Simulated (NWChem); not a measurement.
Program: NWChem. System: H$_{5}$InO$_{3}$, charge 0, spin multiplicity 1, at a geometry optimised with PBE/def2-SVP with def2 effective core potentials on In. The structure started from a generated list of species. Level: BLYP/def2-TZVP with def2 effective core potentials on In.

Input file:

```
start mol
memory heap 200 mb stack 800 mb global 1000 mb
geometry units angstroms nocenter noautoz
  In     0.448807    -0.182265     0.000000
  H      1.661877    -1.400566     0.000000
  O     -0.315503     0.896050     1.577102
  H      0.078518     0.655288     2.435862
  O     -0.315503     0.896050    -1.577102
  H      0.078518     0.655288    -2.435862
  O     -1.878338    -0.656133     0.000000
  H     -1.867842    -0.033382    -0.778088
  H     -1.867842    -0.033382     0.778088
  symmetry group Cs
end
basis spherical
  * library def2-tzvp
end
ecp
  In library def2-ecp
end
dft
  xc becke88 lyp
  semidirect memsize 60000000 filesize 0
  iterations 100
end
task dft energy
```

NWChem printed:

```
             Northwest Computational Chemistry Package (NWChem) 7.3.0
             --------------------------------------------------------

                                NWChem Input Module
                                -------------------

 Scaling coordinates for geometry "geometry" by  1.889725989
 (inverse scale =  0.529177249)

 Turning off AUTOSYM since
 SYMMETRY directive was detected!

                             Geometry "geometry" -> ""
                             -------------------------

 Output coordinates in angstroms (scale by  1.889725989 to convert to a.u.)

  No.       Tag          Charge          X              Y              Z
 ---- ---------------- ---------- -------------- -------------- --------------
    1 In                  49.0000     0.44880700    -0.18226500     0.00000000
    2 H                    1.0000     1.66187700    -1.40056600     0.00000000
    3 O                    8.0000    -0.31550300     0.89605000     1.57710200
    4 H                    1.0000     0.07851800     0.65528800     2.43586200
    5 O                    8.0000    -0.31550300     0.89605000    -1.57710200
    6 H                    1.0000     0.07851800     0.65528800    -2.43586200
    7 O                    8.0000    -1.87833800    -0.65613300     0.00000000
    8 H                    1.0000    -1.86784200    -0.03338200    -0.77808800
    9 H                    1.0000    -1.86784200    -0.03338200     0.77808800

 Effective nuclear repulsion energy (a.u.)     415.1472203387

            Nuclear Dipole moment (a.u.)
            ----------------------------
        X                 Y               Z
 ---------------- ---------------- ----------------
     0.0000377945    -0.0000056692     0.0000000000

      Symmetry information
      --------------------

 Group name             Cs
 Group number              2
 Group order               2
 No. of unique centers     6

      Symmetry unique atoms

     1    2    3    4    7    8


 Summary of "ao basis" -> "" (spherical)
 ------------------------------------------------------------------------------
       Tag                 Description            Shells   Functions and Types
 ---------------- ------------------------------  ------  ---------------------
 *                         def2-tzvp                  on all atoms

                                 NWChem DFT Module
                                 -----------------

 Summary of "ao basis" -> "ao basis" (spherical)
 ------------------------------------------------------------------------------
       Tag                 Description            Shells   Functions and Types
 ---------------- ------------------------------  ------  ---------------------
 In                        def2-tzvp                16       50   6s5p3d2f
 H                         def2-tzvp                 4        6   3s1p
 O                         def2-tzvp                11       31   5s3p2d1f

 Summary of "ao basis" -> "ao basis" (spherical)
 ------------------------------------------------------------------------------
       Tag                 Description            Shells   Functions and Types
 ---------------- ------------------------------  ------  ---------------------
 In                        def2-tzvp                16       50   6s5p3d2f
 H                         def2-tzvp                 4        6   3s1p
 O                         def2-tzvp                11       31   5s3p2d1f

      Symmetry analysis of basis
      --------------------------

        a'        102
        a"         71

            General Information
            -------------------
          SCF calculation type: DFT
          Wavefunction type:  closed shell.
          No. of atoms     :     9
          No. of electrons :    50
           Alpha electrons :    25
            Beta electrons :    25
          Charge           :     0
          Spin multiplicity:     1
          Use of symmetry is: on ; symmetry adaption is: on
          Maximum number of iterations: 100
          AO basis - number of functions:   173
                     number of shells:    69
          Convergence on energy requested:  1.00D-06
          Convergence on density requested:  1.00D-05
          Convergence on gradient requested:  5.00D-04

              XC Information
              --------------
                    Becke 1988 Exchange Functional  1.000
              Lee-Yang-Parr Correlation Functional  1.000

             Grid Information
             ----------------
          Grid used for XC integration:  medium
          Radial quadrature: Mura-Knowles
          Angular quadrature: Lebedev.
          Tag              B.-S. Rad. Rad. Pts. Rad. Cut. Ang. Pts.
          ---              ---------- --------- --------- ---------
          In                  1.55      123          10.0       590
          H                   0.35       45          12.0       434
          O                   0.60       49          11.0       434
          Grid pruning is: on
          Number of quadrature shells:   356
          Spatial weights used:  Erf1

          Convergence Information
          -----------------------
          Convergence aids based upon iterative change in
          total energy or number of iterations.
          Levelshifting, if invoked, occurs when the
          HOMO/LUMO gap drops below (HL_TOL):  1.00D-02
          DIIS, if invoked, will attempt to extrapolate
          using up to (NFOCK): 10 stored Fock matrices.

                    Damping( 0%)  Levelshifting(0.5)       DIIS
                  --------------- ------------------- ---------------
          dE  on:    start            ASAP                start
          dE off:    2 iters        100 iters           100 iters

      Screening Tolerance Information
      -------------------------------
          Density screening/tol_rho:  1.00D-10
          AO Gaussian exp screening on grid/accAOfunc:  14
          CD Gaussian exp screening on grid/accCDfunc:  20
          XC Gaussian exp screening on grid/accXCfunc:  20
          Schwarz screening/accCoul:  1.00D-08

      Superposition of Atomic Density Guess
      -------------------------------------

 Sum of atomic energies:        -444.91138758

      Non-variational initial energy
      ------------------------------

 Total energy =    -416.597327
 1-e energy   =   -1080.464073
 2-e energy   =     445.951917
 HOMO         =      -0.408161
 LUMO         =      -0.051095

      Symmetry analysis of molecular orbitals - initial
      -------------------------------------------------

  Numbering of irreducible representations:

     1 a'          2 a"

  Orbital symmetries:

     1 a'          2 a'          3 a"          4 a'          5 a'
     6 a"          7 a'          8 a'          9 a'         10 a"
    11 a'         12 a"         13 a'         14 a"         15 a'
    16 a"         17 a'         18 a"         19 a'         20 a'
    21 a'         22 a"         23 a"         24 a'         25 a'
    26 a'         27 a'         28 a"         29 a'         30 a'
    31 a'         32 a'         33 a"         34 a"         35 a"

------------------------------------------------------------
EAF file 0: "./mol.aoints.0" size=524288 bytes
------------------------------------------------------------
               write      read    awrite     aread      wait
               -----      ----    ------     -----      ----
     calls:        1         0         0         0         0
   data(b): 5.24e+05  0.00e+00  0.00e+00  0.00e+00
   time(s): 0.00e+00  0.00e+00  0.00e+00  0.00e+00  0.00e+00
rate(mb/s): 0.00e+00  0.00e+00
------------------------------------------------------------

   convergence    iter        energy       DeltaE   RMS-Dens  Diis-err    time
 ---------------- ----- ----------------- --------- --------- ---------  ------
 d= 0,ls=0.0,diis     1   -418.6734564775 -6.37D+02  2.27D-02  1.91D+00     6.6
 d= 0,ls=0.0,diis     2   -416.7828295722  1.89D+00  1.79D-02  1.81D+01     7.7
 d= 0,ls=0.0,diis     3   -418.8502799139 -2.07D+00  2.90D-03  2.76D-01     8.8
 d= 0,ls=0.0,diis     4   -418.8421618424  8.12D-03  1.37D-03  4.14D-01     9.8
 d= 0,ls=0.0,diis     5   -418.8769540382 -3.48D-02  3.17D-04  3.38D-03    11.1
  Resetting Diis
 d= 0,ls=0.0,diis     6   -418.8772415333 -2.87D-04  1.01D-04  2.66D-04    12.2
 d= 0,ls=0.0,diis     7   -418.8772653842 -2.39D-05  4.94D-05  1.21D-05    13.3
 d= 0,ls=0.0,diis     8   -418.8772644389  9.45D-07  2.98D-05  2.22D-05    14.4
 d= 0,ls=0.0,diis     9   -418.8772662616 -1.82D-06  4.54D-06  2.24D-06    15.6
 d= 0,ls=0.0,diis    10   -418.8772664523 -1.91D-07  1.23D-06  1.13D-07    16.7

         Total DFT energy =     -418.877266452297
      One electron energy =    -1084.165492569698
           Coulomb energy =      491.659771419481
    Exchange-Corr. energy =      -44.286373944220
 Nuclear repulsion energy =      217.914828642141

 Numeric. integr. density =       50.000008206176

     Total iterative time =     15.5s

                  Occupations of the irreducible representations
                  ----------------------------------------------

                     irrep           alpha         beta
                     --------     --------     --------
                     a'               16.0         16.0
                     a"                9.0          9.0

                       DFT Final Molecular Orbital Analysis
                       ------------------------------------

 Vector   23  Occ=2.000000D+00  E=-2.609824D-01  Symmetry=a'
              MO Center=  7.9D-02,  3.3D-01, -9.0D-14, r^2= 4.3D+00
   Bfn.  Coefficient  Atom+Function         Bfn.  Coefficient  Atom+Function
  ----- ------------  ---------------      ----- ------------  ---------------
    62      0.254400  3 O  px                99      0.254400  5 O  px
    65      0.200623  3 O  px               102      0.200623  5 O  px
    53     -0.183712  2 H  s                 52     -0.169977  2 H  s
    68      0.161028  3 O  px               105      0.161028  5 O  px
    14      0.147261  1 In py                11     -0.139408  1 In py

 Vector   24  Occ=2.000000D+00  E=-2.397688D-01  Symmetry=a'
              MO Center= -4.7D-01,  6.5D-01,  1.4D-12, r^2= 3.7D+00
   Bfn.  Coefficient  Atom+Function         Bfn.  Coefficient  Atom+Function
  ----- ------------  ---------------      ----- ------------  ---------------
    63      0.283826  3 O  py               100      0.283826  5 O  py
    66      0.224902  3 O  py               103      0.224902  5 O  py
    69      0.197968  3 O  py               106      0.197968  5 O  py
   136      0.179650  7 O  px               139      0.147716  7 O  px
   142      0.116402  7 O  px                62      0.106987  3 O  px

 Vector   25  Occ=2.000000D+00  E=-2.368146D-01  Symmetry=a"
              MO Center= -3.2D-01,  8.4D-01, -1.3D-12, r^2= 3.3D+00
   Bfn.  Coefficient  Atom+Function         Bfn.  Coefficient  Atom+Function
  ----- ------------  ---------------      ----- ------------  ---------------
    63      0.239378  3 O  py               100     -0.239378  5 O  py
    62      0.224654  3 O  px                99     -0.224654  5 O  px
    66      0.188491  3 O  py               103     -0.188491  5 O  py
    65      0.179185  3 O  px               102     -0.179185  5 O  px
    69      0.176307  3 O  py               106     -0.176307  5 O  py

 Vector   26  Occ=0.000000D+00  E=-6.838177D-02  Symmetry=a'
              MO Center=  7.1D-01,  2.7D-02, -3.7D-14, r^2= 5.1D+00
   Bfn.  Coefficient  Atom+Function         Bfn.  Coefficient  Atom+Function
  ----- ------------  ---------------      ----- ------------  ---------------
     6      0.726246  1 In s                 53     -0.618807  2 H  s
     5      0.506414  1 In s                  2      0.465079  1 In s
     1     -0.342691  1 In s                  3     -0.294766  1 In s
    16      0.291309  1 In px                61     -0.242128  3 O  s
    98     -0.242128  5 O  s                 90      0.230535  4 H  s

 Vector   27  Occ=0.000000D+00  E=-3.826811D-02  Symmetry=a'
              MO Center=  5.5D-01, -4.9D-01, -1.6D-13, r^2= 5.9D+00
   Bfn.  Coefficient  Atom+Function         Bfn.  Coefficient  Atom+Function
  ----- ------------  ---------------      ----- ------------  ---------------
    19      0.504930  1 In px                17      0.347615  1 In py
    20      0.236240  1 In py                13      0.225890  1 In px
     5     -0.213252  1 In s                 14      0.204610  1 In py
    36      0.193325  1 In d  2              11     -0.177037  1 In py
    10     -0.174441  1 In px                 2     -0.168443  1 In s

 Vector   28  Occ=0.000000D+00  E=-3.231511D-02  Symmetry=a"
              MO Center=  6.6D-01, -3.1D-01,  2.0D-13, r^2= 8.9D+00
   Bfn.  Coefficient  Atom+Function         Bfn.  Coefficient  Atom+Function
  ----- ------------  ---------------      ----- ------------  ---------------
    21      0.808532  1 In pz                15      0.195111  1 In pz
    33     -0.182212  1 In d -1              35     -0.171891  1 In d  1
    90      0.161189  4 H  s                127     -0.161189  6 H  s
    12     -0.151312  1 In pz                60     -0.121892  3 O  s
    97      0.121892  5 O  s                 70     -0.098676  3 O  pz

 center of mass
 --------------
 x =   0.10691957 y =  -0.03298634 z =  -0.00000000

 moments of inertia (a.u.)
 ------------------
         471.124161078729           2.431445237022           0.000000000000
           2.431445237022         659.929101242227          -0.000000000000
           0.000000000000          -0.000000000000         468.644223414303

     Multipole analysis of the density
     ---------------------------------

     L   x y z        total         alpha         beta         nuclear
     -   - - -        -----         -----         ----         -------
     0   0 0 0      0.000000    -25.000000    -25.000000     50.000000

     1   1 0 0      0.705086     12.226236     12.226236    -23.747385
     1   0 1 0     -0.600044     -5.122052     -5.122052      9.644060
     1   0 0 1     -0.000000     -0.000000     -0.000000      0.000000

     2   2 0 0    -31.336146    -93.873878    -93.873878    156.411611
     2   1 1 0      0.143017     -2.639670     -2.639670      5.422358
     2   1 0 1     -0.000000     -0.000000     -0.000000      0.000000
     2   0 2 0    -35.876700    -53.311212    -53.311212     70.745725
     2   0 1 1     -0.000000     -0.000000     -0.000000     -0.000000
     2   0 0 2    -27.055824   -107.935605   -107.935605    188.815386

 Task  times  cpu:       16.7s     wall:       16.7s

 Total times  cpu:       16.8s     wall:       16.8s
```
